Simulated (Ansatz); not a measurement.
C2H8S2Si (`CS[SiH](C)S`), relaxed with RKS PBE-D4/def2-SVP in Ansatz 0.2.0 from a rough embedded geometry. The force threshold is 0.03 eV/Å; the program also tests the step.

Charge 0, multiplicity 1.

Start:

```xyz
13

C     0.910   -0.886    1.608
S    -0.690   -1.316    0.949
Si   -0.990    0.146   -0.547
C     0.379    0.205   -1.806
S    -1.121    2.070    0.382
H     1.137   -1.603    2.476
H     0.881    0.126    2.103
H     1.678   -0.906    0.911
H    -2.248   -0.066   -1.240
H     0.536   -0.817   -2.242
H     1.386    0.389   -1.275
H     0.268    0.909   -2.572
H    -2.126    1.748    1.254
```

How much energy does the relaxation release, and in how many steps? (Estimate.)

Computed: 0.42 eV, in 6 steps.

Which bonds change most? (Estimate.)

The calculation gave: C1–H8 from 1.038 to 1.107 Å; C4–H12 from 1.046 to 1.109 Å; C1–S2 from 1.782 to 1.839 Å; Si3–H9 from 1.451 to 1.504 Å.

Give the relaxed structure. (Estimate.)

Computed: 
```xyz
13

C     0.884   -0.891    1.676
S    -0.689   -1.449    0.905
Si   -0.970    0.121   -0.544
C     0.413    0.231   -1.817
S    -1.016    2.081    0.396
H     1.005   -1.469    2.611
H     0.833    0.189    1.918
H     1.750   -1.089    1.015
H    -2.286   -0.228   -1.181
H     0.513   -0.737   -2.348
H     1.381    0.465   -1.329
H     0.200    1.025   -2.561
H    -2.018    1.750    1.259
```
